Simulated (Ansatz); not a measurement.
Cl₃F₂Ta (`[F][Ta]([F])([Cl])([Cl])[Cl]`), relaxed with RKS PBE-D4/def2-SVP in Ansatz 0.2.0 from a rough embedded geometry. The force threshold is 0.03 eV/Å; the program also tests the step.

Charge 0, multiplicity 1. Ta takes the def2 core potential.

Start:

```xyz
6

F     0.228   -1.112   -0.007
Ta    0.059    1.195    0.120
F     1.633   -0.190   -0.155
Cl    1.677   -0.413    1.720
Cl   -2.088   -0.390    0.083
Cl   -1.509    0.909   -1.761
```

Task: How much energy does the relaxation release, and in how many steps? (Best estimate.)

Result: Computed: 1579.81 kJ/mol, in 11 steps.

Task: Which bonds change most? (An estimate is asked.)

Result: Ansatz gave: Ta2–Cl4 from 2.787 to 2.294 Å; F1–Ta2 from 2.317 to 1.872 Å; Ta2–Cl5 from 2.668 to 2.342 Å; Ta2–F3 from 2.115 to 1.897 Å.

Task: Give the relaxed structure. (An estimate is asked.)

Result: Ansatz gave: 
```xyz
6

F     0.091   -1.832   -0.602
Ta    0.048   -0.047   -0.038
F     1.759    0.108   -0.845
Cl    0.917    0.605    1.983
Cl   -2.065   -0.472    0.876
Cl   -0.751    1.639   -1.375
```
